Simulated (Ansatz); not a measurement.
A first, cheap relaxation of C2H6O3SSi, SMILES `C=CS[Si](O)(O)O`.

```yaml
crystal:
  periodic: [false, false, false]
  atoms:
    - {symbol: C, position_ang: [2.148700, 0.587200, -1.947200]}
    - {symbol: C, position_ang: [1.022200, 0.248300, -1.260900]}
    - {symbol: S, position_ang: [0.772400, 0.762100, 0.362500]}
    - {symbol: Si, position_ang: [-0.885900, -0.196500, 1.043400]}
    - {symbol: O, position_ang: [-2.204100, 0.129500, 0.019300]}
    - {symbol: O, position_ang: [-1.303400, 0.342700, 2.558300]}
    - {symbol: O, position_ang: [-0.678800, -1.826300, 1.073500]}
    - {symbol: H, position_ang: [2.269300, 0.329100, -2.994000]}
    - {symbol: H, position_ang: [2.874000, 1.285300, -1.490800]}
    - {symbol: H, position_ang: [0.281600, -0.382300, -1.708800]}
    - {symbol: H, position_ang: [-2.914200, -0.534700, 0.057700]}
    - {symbol: H, position_ang: [-1.321300, 1.300300, 2.655000]}
    - {symbol: H, position_ang: [-0.040000, -2.079500, 1.646800]}
basis:
  gaussian: {orbitals: def2-SVP}
hamiltonian: {xc: pbe, dispersion: d4}
relax: {f_tol: 0.03, max_steps: 200}
```

```sh
$ ansatz run in.yaml --threads 2 --pin off --events-out ev --progress --plain --backend cuda
```

It prints (some lines left out):

```
Functional definition: PBE
mean field -26998.90734357 eV, -992.1915443595 hartree, gradient 3.2e-5 eV, S^2 0.000000; 0 other end points of the search recorded, 0 dependent functions left out
relax step   1: F+E_penalty+E_count = -26999.26726659 eV  Δ(F+E_penalty+E_count) = +0.000e0 eV  max|allowed force component| = 3.667e0 eV/Å  Δτ_max = 0.0000 Å  (30 SCF iters, accepted)
mean field -26999.32898624 eV, -992.2070394419 hartree, gradient 1.6e-5 eV, S^2 0.000000; 0 other end points of the search recorded, 0 dependent functions left out
relax step   2: F+E_penalty+E_count = -26999.68660065 eV  Δ(F+E_penalty+E_count) = -4.193e-1 eV  max|allowed force component| = 1.115e0 eV/Å  Δτ_max = 0.1353 Å  (30 SCF iters, accepted)
mean field -26999.39397321 eV, -992.2094276690 hartree, gradient 1.7e-5 eV, S^2 0.000000; 0 other end points of the search recorded, 0 dependent functions left out
relax step   3: F+E_penalty+E_count = -26999.75095147 eV  Δ(F+E_penalty+E_count) = -6.435e-2 eV  max|allowed force component| = 9.990e-1 eV/Å  Δτ_max = 0.1383 Å  (28 SCF iters, accepted)
mean field -26999.41340460 eV, -992.2101417594 hartree, gradient 1.2e-5 eV, S^2 0.000000; 0 other end points of the search recorded, 0 dependent functions left out
relax step   4: F+E_penalty+E_count = -26999.77079435 eV  Δ(F+E_penalty+E_count) = -1.984e-2 eV  max|allowed force component| = 8.577e-1 eV/Å  Δτ_max = 0.2000 Å  (30 SCF iters, accepted)
mean field -26999.45657799 eV, -992.2117283522 hartree, gradient 1.3e-5 eV, S^2 0.000000; 0 other end points of the search recorded, 0 dependent functions left out
relax step   5: F+E_penalty+E_count = -26999.81342952 eV  Δ(F+E_penalty+E_count) = -4.264e-2 eV  max|allowed force component| = 2.952e-1 eV/Å  Δτ_max = 0.2000 Å  (29 SCF iters, accepted)
mean field -26999.46620719 eV, -992.2120822187 hartree, gradient 1.3e-5 eV, S^2 0.000000; 0 other end points of the search recorded, 0 dependent functions left out
relax step   6: F+E_penalty+E_count = -26999.82415684 eV  Δ(F+E_penalty+E_count) = -1.073e-2 eV  max|allowed force component| = 1.185e-1 eV/Å  Δτ_max = 0.0798 Å  (29 SCF iters, accepted)
mean field -26999.46699922 eV, -992.2121113252 hartree, gradient 1.5e-5 eV, S^2 0.000000; 0 other end points of the search recorded, 0 dependent functions left out
relax step   7: F+E_penalty+E_count = -26999.82592049 eV  Δ(F+E_penalty+E_count) = -1.764e-3 eV  max|allowed force component| = 8.382e-2 eV/Å  Δτ_max = 0.0860 Å  (30 SCF iters, accepted)
mean field -26999.47018032 eV, -992.2122282286 hartree, gradient 1.1e-5 eV, S^2 0.000000; 0 other end points of the search recorded, 0 dependent functions left out
relax step   8: F+E_penalty+E_count = -26999.82827689 eV  Δ(F+E_penalty+E_count) = -2.356e-3 eV  max|allowed force component| = 9.160e-2 eV/Å  Δτ_max = 0.0622 Å  (30 SCF iters, accepted)
mean field -26999.47235974 eV, -992.2123083207 hartree, gradient 1.2e-5 eV, S^2 0.000000; 0 other end points of the search recorded, 0 dependent functions left out
relax step   9: F+E_penalty+E_count = -26999.83010957 eV  Δ(F+E_penalty+E_count) = -1.833e-3 eV  max|allowed force component| = 6.016e-2 eV/Å  Δτ_max = 0.0910 Å  (30 SCF iters, accepted)
mean field -26999.47294060 eV, -992.2123296669 hartree, gradient 9.1e-6 eV, S^2 0.000000; 0 other end points of the search recorded, 0 dependent functions left out
relax step  10: F+E_penalty+E_count = -26999.83059602 eV  Δ(F+E_penalty+E_count) = -4.864e-4 eV  max|allowed force component| = 2.442e-2 eV/Å  Δτ_max = 0.0328 Å  (30 SCF iters, accepted)
mean field -26999.47294060 eV, -992.2123296669 hartree, gradient 1.1e-5 eV, S^2 0.000000; 1 other end points of the search recorded, 0 dependent functions left out
Total energy: -26999.83063259 eV, -992.2254746050 hartree
Atom 0 at     2.060076     0.640760    -2.003729 Å, force     0.002057    -0.002854    -0.001103 eV/Å
Atom 1 at     0.956088     0.480492    -1.252596 Å, force     0.012450     0.006224     0.001971 eV/Å
Atom 2 at     0.945599     0.743626     0.509608 Å, force     0.017419     0.006392    -0.017554 eV/Å
Atom 3 at    -0.861529    -0.273412     1.073028 Å, force    -0.024418    -0.012115     0.006300 eV/Å
Atom 4 at    -1.933162    -0.073598    -0.188198 Å, force    -0.000536    -0.002511     0.000259 eV/Å
Atom 5 at    -1.306075     0.396606     2.534167 Å, force    -0.002427    -0.013382     0.001064 eV/Å
Atom 6 at    -0.779045    -1.919655     1.311125 Å, force    -0.002480     0.005287    -0.004569 eV/Å
Atom 7 at     2.001778     0.516003    -3.095856 Å, force    -0.003350     0.000619    -0.001072 eV/Å
Atom 8 at     3.037311     0.903413    -1.568938 Å, force    -0.003061     0.000631     0.001667 eV/Å
Atom 9 at    -0.022625     0.222425    -1.689002 Å, force    -0.002288     0.001649     0.006099 eV/Å
Atom 10 at    -2.523415    -0.839513    -0.310386 Å, force     0.004159     0.001668     0.001884 eV/Å
Atom 11 at    -1.230601     1.366429     2.571105 Å, force     0.001180     0.010941    -0.001706 eV/Å
Atom 12 at    -0.323900    -2.198375     2.124473 Å, force     0.001294    -0.002549     0.006759 eV/Å
Dipole moment:    -0.126124    -0.100580     0.113697 e Å
```

Run time 33 s (2 threads of an AMD EPYC 7R13 on a shared host and a share of an NVIDIA H100 80 GB); peak host memory 0.83 GiB.
